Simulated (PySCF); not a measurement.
P⁺ (phosphorus, charge +1) across methods

[Ne] 3s2 3p2, high-spin 3P determinant. Calculation: PySCF 2.14, in aug-cc-pV(T+d)Z (6s5p4d2f, 55 functions); the non-relativistic Hamiltonian (point nucleus).

```csv
method,E (hartree),mean ε 3s α (eV),mean ε 3s β (eV),mean ε 3p α (eV),Σ⟨r²⟩ (bohr²),⟨S²⟩
r2SCAN,-340.8527,-24.554,-21.950,-15.414,20.65,2.008
PBE,-340.7225,-23.922,-21.867,-14.989,20.68,2.004
TPSS,-340.9041,-24.278,-21.829,-15.190,20.61,2.005
UHF,-340.35227,-30.969,-25.428,-19.729,20.89,2.013
r2SCAN0,-340.8530,-26.285,-23.117,-16.623,20.65,2.009
CAM-B3LYP,-340.8943,-27.397,-24.703,-17.595,20.71,2.004
PBE0,-340.7537,-25.873,-23.094,-16.335,20.65,2.005
revPBE,-340.8215,-23.905,-21.791,-14.992,20.68,2.004
LDA,-339.6061,-23.932,-22.050,-14.919,20.73,2.002
```
